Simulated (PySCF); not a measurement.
Simulated characterisation data

All values are calculated (PySCF): geometry: GFN2-xTB, σ from GIAO-PBE0/pcSseg-1. Non-relativistic, a single conformation, averaged over atoms made equivalent by symmetry, fast rotation or ring inversion, gas phase.

Chemical shifts δ = σref − σ; 1H (σref 31.72) and 13C (σref 186.93) vs TMS, all at this level. Splittings of carbon signals by F and P are missing where no couplings were computed. Where no couplings were computed, multiplicities follow the n + 1 count of equivalent neighbours, and m marks all less simple cases (inequivalent or close neighbours, rings, F or P nearby). Acid and N–H amide carbonyl carbons lie up to 10 ppm further downfield in solution (hydrogen bonding). Shifts are as computed. Against solution values, carbons near 30 ppm lie about +3 ppm off and those near 130 ppm about +5 ppm. Of 1211 compounds with measured shifts, 218 miss one by over three times the rms of a fit or turn the order of signals round; such compounds aren't used in these exercises. OH and NH positions are gas-phase values without hydrogen bonding to other molecules.

**1.** SMILES C(C=C)/P=P/CCOC, C6H12OP2. 1H NMR (600 MHz, computed): δ 6.72 (m, 1H), 5.56 (m, 1H), 5.29 (m, 1H), 4.09 (m, 2H), 3.88 (m, 2H), 3.59 (s, 3H), 3.49 (m, 2H). 13C{1H} NMR (computed): δ 145.0, 125.8, 79.0, 58.8, 45.2, 38.1.

**2.** `O=C(O)C(F)(F)[Si@@H]1C[SiH2][SiH2]1`, C3H8F2O2Si3. 1H NMR (600 MHz, computed): δ 6.49 (br s, 1H), 5.10 (m, 1H), 4.74 (m, 1H), 4.72 (m, 1H), 4.70 (m, 1H), 4.60 (m, 1H), 1.03 (m, 1H), 0.70 (m, 1H). 13C{1H} NMR (computed): δ 171.3, 128.1, -0.2.

**3.** SMILES CC(C)/C(=C\[SiH3])C[SiH3], C6H16Si2. 1H NMR (600 MHz, computed): δ 5.36 (q, 1H), 4.17 (d, 3H), 3.95 (t, 3H), 2.52 (sept, 1H), 1.87 (q, 2H), 1.12 (d, 6H). 13C{1H} NMR (computed): δ 177.6, 114.6, 42.5, 23.4, 18.1.
